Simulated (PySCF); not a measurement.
Isomers of C6H13OP, one conformer each; single-point electronic energies without zero-point terms and without any empirical dispersion term.

All values: PBE0/pcSseg-1 (PySCF, non-relativistic), each on one gas-phase PBE0-D3(BJ)/def2-SVP geometry that isn't relaxed in the solvent. The solvent is an IEF-PCM continuum (Bondi radii, 1.10 Å for H, scaled by 1.2). Only the electrostatic response of the medium enters.

```
                        isomer  relative energy, gas (kcal/mol)  dipole (D)
`C[C@@H]1CC[P@@H](=O)[C@@H]1C`                              0.0        4.44
          `C[P@@H](=O)C1CCCC1`                              0.7        4.11
```

Question: How do the relative energies look in methanol (ε = 32.61)?

Answer: 
| isomer | relative energy, solvent (kcal/mol) | E(solvent) − E(gas) (kcal/mol) | dipole in solvent (D) |
| --- | --- | --- | --- |
| `C[C@@H]1CC[P@@H](=O)[C@@H]1C` | 0.0 | -9.2 | 5.72 |
| `C[P@@H](=O)C1CCCC1` | 0.7 | -9.2 | 5.56 |

The order is unchanged. Conformers: `[CH3:1][C@@H:2]1[CH2:3][CH2:4][P@@H:5](=[O:6])[C@@H:7]1[CH3:8]` with C1–C2–C3–C4 -177°, C2–C3–C4–P5 33°, C3–C4–P5–O6 -133°, C4–P5–C7–C8 105°; `[CH3:1][P@@H:2](=[O:3])[CH:4]1[CH2:5][CH2:6][CH2:7][CH2:8]1` with C1–P2–C4–C5 81°, P2–C4–C5–C6 95°, C4–C5–C6–C7 0°, C5–C6–C7–C8 23°, C6–C7–C8–C4 -38°. The gains span 0.0 kcal/mol, the gas-phase energies 0.7 kcal/mol.
